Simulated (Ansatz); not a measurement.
# A small benchmark: atomisation enthalpy at 298 K

8 molecules with halogens; the atomisation enthalpy at 298 K in kJ/mol, computed less measured. Shapes, held fixed at every level: PBE0-D4/def2-TZVP. Flexible molecules stand in one conformer, not always the lowest. Thermal terms are harmonic and unscaled (PBE0-D4/def2-TZVP); the spin-orbit lowering of the free atoms is taken from their spectra. Programs: Ansatz 0.2.0. Measured values: Active Thermochemical Tables, CRC Handbook of Chemistry and Physics, NIST-JANAF tables.

Levels: A = B3LYP-D4/def2-TZVPP; B = wB97M-V/def2-TZVPP; C = CCSD/def2-TZVPP.

```tsv
molecule	from tabulated heats	A	B	C
BBr2F (SMILES FB(Br)Br)	1388	-24	-9	-81
CHFO (formyl fluoride)	1646	-6	+4	-95
CH2ClF (chlorofluoromethane)	1617	-10	+6	-79
CH3I (methyl iodide)	1463	-9	-13	-59
CHI3 (iodoform)	1004	+3	-6	-66
GeCl4 (SMILES [Cl][Ge]([Cl])([Cl])[Cl])	1353	-30	+24	-68
SF6 (sulfur hexafluoride)	1974	-79	+6	-191
C4H8Cl2 (1,3-dichlorobutane)	5049	-25	+9	-209
```

Task: Which level does best on this set, which worst, and which err to one side?

Result: 
```json
{"level": "B3LYP-D4/def2-TZVPP", "kind": "global hybrid", "mean error": "-22.5", "mean absolute error": "23.2", "worst case": "SF6"}
{"level": "wB97M-V/def2-TZVPP", "kind": "range-separated hybrid", "mean error": "+2.6", "mean absolute error": "9.6", "worst case": "GeCl4"}
{"level": "CCSD/def2-TZVPP", "kind": "coupled cluster or CI", "mean error": "-106.0", "mean absolute error": "106.0", "worst case": "C4H8Cl2"}
```

On this set wB97M-V/def2-TZVPP has the smallest mean absolute error and CCSD/def2-TZVPP the largest. B3LYP-D4/def2-TZVPP is too low in 7 of 8; CCSD/def2-TZVPP is too low in 8 of 8. The heats of GeCl4, C4H8Cl2 come from older tables and can be uncertain by 10 kJ/mol or more. The molecules' own spin-orbit binding is left out, so errors for heavy halides read too negative. The tabulated values of BBr2F, CHI3 are in doubt (older tables, estimates, or at odds with other calculations) and kept here. Over the 6 molecules whose values aren't doubted the mean absolute errors are A 26.5; B 10.3; C 116.8. For CCSD/def2-TZVPP the error grows with the size of the molecule. Correlated wave functions converge slowly with the basis. CCSD also lacks the triples, which bind further. For atoms past krypton def2 sets carry core potentials with scalar relativity. Relativity is left out for Br, Ge. Outer-core shells of Br, Ge, I are correlated, in sets that cover them unevenly. The set is small.
